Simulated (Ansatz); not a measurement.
Program: Ansatz. Geometries: PBE0-D4/def2-TZVP. ΔE: electronic, gas phase. CBS: MP2 limit from def2 TZ/QZ plus the TZ coupled-cluster correction, frozen cores. This one scheme is used for every species. DFT in def2-TZVPP. B3LYP here is the variant with VWN-RPA as its local correlation; programs differ in this. One conformer a species, not always the lowest.

Reaction (cleavage of the B–Si bond): `C[SiH2]B(F)F` + HCl → `FB(F)Cl` + `C[SiH3]`

Problem. Is it downhill or uphill in electronic energy at CCSD(T)/CBS, and by how much? (An estimate is asked.)

Solution. Computed: Downhill: ΔE = -95.3 kJ/mol.

Problem. What do these levels give: PBE-D4, PBE0-D4, r2SCAN, PBE0, B3LYP, HF/def2-TZVPP, MP2/def2-TZVPP, SCS-MP2/def2-TZVPP, CCSD/def2-TZVPP, MP2/def2-QZVPP, SCS-MP2/def2-QZVPP, MP2/CBS(def2)? (Best estimate.)

Solution. The calculation gave: PBE-D4 -90.4, PBE0-D4 -94.6, r2SCAN -101.9, PBE0 -96.0, B3LYP -99.0, HF/def2-TZVPP -110.3, MP2/def2-TZVPP -105.2, SCS-MP2/def2-TZVPP -104.0, CCSD/def2-TZVPP -98.0, MP2/def2-QZVPP -104.0, SCS-MP2/def2-QZVPP -102.9, MP2/CBS(def2) -103.1 kJ/mol.

Largest T1 diagnostic among the species: 0.013.

In def2-TZVPP, CCSD(T) changes the Hartree–Fock value by +13.0 kJ/mol (the triples alone add +0.7 kJ/mol) and MP2 by +5.2 kJ/mol. From PBE to PBE0 (25 % exact exchange), in def2-TZVPP and without D4, ΔE moves by −4.2 kJ/mol.
